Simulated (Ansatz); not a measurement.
A nudged elastic band was laid between two geometries of H₆OW (8 atoms, charge 0, multiplicity 1).

Theory: Ansatz 0.2.0, RHF/def2-SVP.

| Quantity | Value |
| --- | --- |
| movable images | 7 |
| climbing image | yes |
| spring | 5.0 eV/Å² |
| optimiser | quadratic models (default) |
| start path | through a guess of the saddle point |
| force threshold | 0.05 eV/Å |
| iteration limit | 60 |
| end points | relaxed |

Initial state:

```xyz
8
Properties=species:S:1:pos:R:3
W 0.132 0.004 0.251
O 0.526 -0.226 2.027
H 0.325 -0.540 2.894
H 1.328 0.888 -0.528
H -0.296 1.592 -0.106
H -1.505 0.230 -0.082
H -0.617 -1.320 -0.475
H 1.136 -0.909 -0.743
```

Final state:

```xyz
8
Properties=species:S:1:pos:R:3
W -0.284 -0.093 -0.393
O 0.608 0.302 1.688
H 0.359 -0.191 2.457
H 1.475 0.657 1.819
H 0.332 1.494 -0.712
H -1.771 -0.108 0.495
H 0.808 -1.407 -0.233
H -0.498 -0.935 -1.884
```

(1) What changes between the two ends?

(2) Give the energies along the band, and the barrier.

(3) What is the geometry of the highest image?

The band took 41 iterations and of the order of 6 core-minutes.

Answers

(1) Bonds broken: W1–H4. Bonds formed: O2–H4.

(2) The run converged. The highest image is number 4 of 0 to 8, 2.75 eV above the first end and 1.18 eV above the last; the last end lies 1.57 eV above the first. The profile has 2 maxima (images 4, 6) with wells between them (image 5): this band takes more than one step, which may be the mechanism or a detour left from its start path. Neighbouring images differ by up to 1.6 eV, so the band resolves the path poorly. A vibrational analysis at the climbing image gives one clearly imaginary mode, 1798i cm⁻¹: a first-order saddle point. The orbitals stay closed-shell, which can raise the energy where a bond breaks towards radicals; this wasn't checked here.

| image | path coordinate (Å) | energy (eV) | W1–H4 (Å) | O2–H4 (Å) |
| --- | --- | --- | --- | --- |
| 0 | 0.00 | 0.00 | 1.68 | 2.90 |
| 1 | 0.95 | 0.23 | 1.67 | 2.72 |
| 2 | 1.91 | 0.66 | 1.66 | 2.36 |
| 3 | 2.86 | 1.12 | 1.98 | 2.18 |
| 4 | 3.81 | 2.75 | 2.00 | 1.17 |
| 5 | 5.55 | 1.73 | 2.80 | 0.95 |
| 6 | 7.28 | 2.05 | 2.77 | 0.95 |
| 7 | 9.00 | 1.81 | 2.79 | 0.95 |
| 8 | 10.73 | 1.57 | 2.92 | 0.95 |

(3) 
```xyz
8
Properties=species:S:1:pos:R:3
W -0.469 -0.046 0.137
O 0.783 0.025 1.773
H 1.021 -0.590 2.454
H 1.399 0.235 0.794
H -0.449 1.020 -1.175
H -2.112 0.344 -0.267
H -0.427 -1.724 -0.210
H 1.281 0.454 -0.269
```

The run took 5.8 min on 1 thread of Arm Neoverse V1, with other jobs on the host, peak memory 0.14 GiB.
